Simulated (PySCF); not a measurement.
**How good is the calculation?**

Mapped SMILES: `[CH3:1][N:2]([CH3:3])[c:4]1[cH:5][cH:6][n:7][cH:8][cH:9]1` (H(Xn): hydrogen on atom n).

Published estimates (parent shift plus substituent increments) and measurements: δ ¹³C C4 155.1; C6/C8 150.4; C5/C9 107.4; δ ¹H H(C6)/H(C8) 8.21; H(C5)/H(C9) 6.48 ppm (estimated from measurements, as parent shift plus tabulated substituent increment; solution, not stated per compound (mostly CDCl3 or CCl4); Pretsch, Buehlmann, Badertscher, Structure Determination of Organic Compounds, 4th ed. (2009)).

- shielding tensors at PBE0/pcSseg-1 (GIAO)
- PBE0-D3(BJ)/def2-SVP structure
- program: PySCF 2.14
- relativity neglected, rapidly exchanging positions averaged, one computed conformer, isolated molecule

**Question.** Set the calculated values beside the experiment.

**Answer.** 
Reference values: estimated from measurements, as parent shift plus tabulated substituent increment (solution, not stated per compound (mostly CDCl3 or CCl4); Pretsch, Buehlmann, Badertscher, Structure Determination of Organic Compounds, 4th ed. (2009)).
```json
{"atoms": "C4", "quantity": "δ ¹³C", "reference": "155.1", "computed": "154.9", "computed, scaled": "149.1"}
{"atoms": "C6/C8", "quantity": "δ ¹³C", "reference": "150.4", "computed": "155.6", "computed, scaled": "149.7"}
{"atoms": "C5/C9", "quantity": "δ ¹³C", "reference": "107.4", "computed": "109.2", "computed, scaled": "104.9"}
{"atoms": "H(C6)/H(C8)", "quantity": "δ ¹H", "reference": "8.21", "computed": "8.41", "computed, scaled": "8.19"}
{"atoms": "H(C5)/H(C9)", "quantity": "δ ¹H", "reference": "6.48", "computed": "6.16", "computed, scaled": "6.06"}
```

Computed shifts are σ(ref) − σ with the named reference compound (TMS for H and C) calculated as an isolated molecule at the same level. The measured values may be among those fitted. Scaled to experiment by linear calibration (H and C: mostly CDCl3 data, vs TMS): ¹³C: δ = 177.62 − 0.967σ (rms 1.9 ppm, 903 shifts, 2.3 ppm with the 23 outliers that the fit left out); ¹H: δ = 29.91 − 0.950σ (rms 0.21 ppm, 511 shifts, 0.22 ppm with the 3 outliers that the fit left out). A few per cent of atoms miss by over 2 rms, more outside the fitted compound classes.

**Question.** How far are the unscaled ¹³C shifts from the references?

**Answer.** Mean signed difference +2.27 ppm, mean absolute 2.40 ppm over 3 comparisons; the largest is +5.2 ppm at C6/C8 (aromatic CH next to a ring nitrogen).

**Question.** How far are the unscaled ¹H shifts from the references?

**Answer.** Mean signed difference -0.06 ppm, mean absolute 0.26 ppm over 2 comparisons; the largest is -0.32 ppm at H(C5)/H(C9) (hydrogen on an aromatic CH).

5 of the 24 published NMR values on file for this molecule are compared. The rest: values whose atom or origin is in doubt.
